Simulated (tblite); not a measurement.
Species: C6H7ClFSi (charge +1).
Cartesian coordinates in Å at the GFN2-xTB level; atoms count from 1:
```xyz
16
C6H7ClFSi angstrom
F      2.9945   -0.5526    0.9261
C      2.4626   -0.0620   -0.2216
Cl     2.7231   -1.2905   -1.5081
C      0.9766    0.0860   -0.0751
C      0.3651    1.2892    0.0701
C     -1.0476    1.5012    0.2074
C     -1.9980    0.5527    0.2267
C     -1.8034   -0.9286    0.1235
Si    -0.0089   -1.4819   -0.1286
H      3.0004    0.8567   -0.4767
H      0.9779    2.1820    0.0813
H     -1.3559    2.5324    0.3025
H     -3.0292    0.8594    0.3351
H     -2.2302   -1.3754    1.0309
H     -2.4572   -1.2983   -0.6757
H      0.4227   -2.8613   -0.2292
```

Method: GFN2-xTB as coded in tblite; computed harmonic values from a numerical Hessian at the method's own geometry, unscaled. The method is semi-empirical: single wavenumbers can be off by several per cent or more. Modes of hydrogen on silicon can be 10 to 20 % off. One conformer, not necessarily the lowest.

Harmonic wavenumbers (cm⁻¹): 31.1, 66.9, 122.1, 148.0, 208.4, 260.3, 342.9, 392.9, 414.1, 432.0, 465.0, 537.3, 557.5, 656.4, 660.8, 718.6, 737.0, 778.8, 802.8, 911.2, 933.9, 948.7, 1016.3, 1039.9, 1092.6, 1123.7, 1146.4, 1200.3, 1229.3, 1260.7, 1288.3, 1349.1, 1357.4, 1524.9, 1629.9, 2402.1, 2904.2, 2932.1, 2939.2, 3060.5, 3075.0, 3095.4.

A = 2191, B = 783.5, C = 675.7 MHz; mass 160.999 u (most abundant isotopes); point group C1, symmetry number 1.

**Question.** Zero-point energy?

**Answer.** Half the sum of the wavenumbers: 23897 cm⁻¹ = 285.87 kJ/mol.

**Question.** Give the ideal-gas entropy at 298.15 K and 1 bar in the rigid-rotor, harmonic-oscillator model (classical rotation).

**Answer.** Translation 172.23, rotation 125.55, vibration 116.71: S = 414.5 J/(mol K).

**Question.** And Cp and H(298.15 K) − H(0)?

**Answer.** Cp = 156.88 J/(mol K), of which vibrations give 123.62 (their classical limit is 42 R = 349.2); H(298.15 K) − H(0) = 28.08 kJ/mol without the zero-point energy, 18.16 from vibrations.

**Question.** What must be added to the electronic energy to get the Gibbs energy at 298.15 K and 1 bar?

**Answer.** ZPE + [H(298.15 K) − H(0)] − T·S = 285.87 + 28.08 − 123.58 = 190.37 kJ/mol.

**Question.** Blend soft modes into free rotors: weight 1/[1 + (100 cm⁻¹/ν̃)⁴] for the oscillator and the rest for a rotor with moment μB/(μ + B), μ = h/(8π²ν), B = 10⁻⁴⁴ kg m². What vibrational entropy results?

**Answer.** 105.43 J/(mol K) in place of 116.71, which changes −T·S at 298.15 K by +3.36 kJ/mol.

Hindered rotation and anharmonicity are outside this model. Other conformers, if any are populated, would add a mixing term that is left out. The structure is chiral; the term R ln 2 for an equal mix with its mirror image is left out.
